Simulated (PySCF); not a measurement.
# Vanadium: a sound run and one with changed settings

Sound run: V [Ar] 3d3 4s2, V⁺ [Ar] 3d4. Computed with PySCF 2.14 in x2c-SVPall (5s3p3d1f, 36 functions), with the spin-free X2C one-electron Hamiltonian (Gaussian nucleus). In the sound run the correlated levels freeze [Ar]. The sound run starts from symmetry-adapted Hartree-Fock orbitals and uses a fine grid where one is needed.

Changed run: no relativity, point nucleus. This setting is unsound on purpose.

```csv
species,method,sound run (hartree),changed run (hartree),converged
V,UHF,-947.98644,-941.47266,yes
V,M06-2X,-949.02404,-942.50948,yes
V,MP2,-948.02669,-941.51262,yes
V⁺,UHF,-947.75976,-941.25579,yes
V⁺,M06-2X,-948.76661,-942.26340,yes
V⁺,MP2,-947.79244,-941.28834,yes
```

Ionisation energy of V:

```
 method  sound run (eV)  changed run (eV)
    UHF           6.168             5.901
  M06-L           6.372             6.128
 M06-2X           7.005             6.696
    MP2           6.374             6.103
SCS-MP2           6.820             6.546
```

Most of the change in total energy is the relativistic energy itself. On top of that the contraction fixes the core shape for the Hamiltonian it was made with, so the changed run is not a good calculation with the other Hamiltonian either.

For comparison, NIST gives 6.746 eV between the lowest levels.
